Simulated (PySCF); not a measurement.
C5H9FOS.
Z-matrix (Å and degrees, GFN2-xTB geometry), rows numbered from 1:
```
C 
S   1  1.8137
C   2  1.7683  1  104.44
C   3  1.3265  2  127.35  1    21.06
F   4  1.3483  3  125.35  2     2.58
C   3  1.5186  2  112.87  1  -157.52
C   6  1.5296  3  110.65  2   -59.78
O   6  1.4048  3  110.80  2    64.93
H   1  1.0858  2  105.57  3   168.09
H   1  1.0848  2  110.44  3   -72.88
H   1  1.0851  2  109.32  3    49.49
H   4  1.0801  3  123.23  2  -177.67
H   6  1.0950  3  108.70  2   179.71
H   7  1.0869  6  109.49  3  -179.83
H   7  1.0883  6  109.99  3    60.43
H   7  1.0860  6  110.26  3   -59.65
H   8  0.9663  6  108.14  3   -63.33
```

The calculation used PySCF 2.14.0, density-fitted response routines, TDDFT wB97X-D/def2-SVPD, vertical, gas phase, core orbitals frozen in the response.

Computed states:

```csv
state,E (eV),f
S1,5.51,0.022
S2,6.03,0.118
S3,6.35,0.068
S4,6.88,0.015
S5,6.97,0.029
S6,7.33,0.013
S7,7.51,0.0090
S8,7.70,0.018
```

Broadening: Gaussians 0.4 eV wide at half height, area fixed by f = 4.319×10⁻⁹ ∫ε dν̃. The width is an assumption, not a result. The curve ends short of the highest state used, and states not computed would add to its high-energy end.

(1) What does the envelope look like, and where are its maxima?

(2) On this curve, what absorbance would a 10⁻⁴ mol/L sample give at 248 nm over a 1 cm path?

(3) Coming from long wavelengths, where does ε first pass 100 L mol⁻¹ cm⁻¹?

## Answers

(1) 
λ (nm), ε (L mol⁻¹ cm⁻¹) and a bar:
```
    174.7       2293 ########
    176.9       2823 ##########
    179.1       2936 ##########
    181.3       2524 #########
    183.6       1898 ######
    185.8       1629 ######
    188.0       2008 #######
    190.2       3010 ##########
    192.4       4316 ###############
    194.7       5612 ###################
    196.9       6639 ######################
    199.1       7540 #########################
    201.3       8355 ############################
    203.5       8871 ##############################
    205.7       8749 ##############################
    208.0       7775 ##########################
    210.2       6247 #####################
    212.4       4582 ###############
    214.6       3190 ###########
    216.8       2279 ########
    219.1       1813 ######
    221.3       1668 ######
    223.5       1626 #####
    225.7       1554 #####
    227.9       1394 #####
    230.2       1143 ####
    232.4        869 ###
    234.6        610 ##
    236.8        396 #
    239.0        239 #
    241.2        135 
    243.5         69 
    245.7         34 
    247.9         16 
    250.1          7 
    252.3          3
```

Maxima: 204 nm (6.07 eV), ε about 8900, made up of S2 (86%) and S3 (14%); 178 nm (6.95 eV), ε about 3000, made up of S4 (32%) and S5 (66%) (ε in L mol⁻¹ cm⁻¹; maxima over ε = 5, shares over 10%).

(2) 248 nm is 4.999 eV, where ε is about 15 L mol⁻¹ cm⁻¹, so A = ε c l ≈ 0.0015 (Beer–Lambert, with the gas-phase spectrum and the assumed width).

(3) At about 242 nm (5.12 eV), 0.39 eV below S1.

One conformer stands for the species.
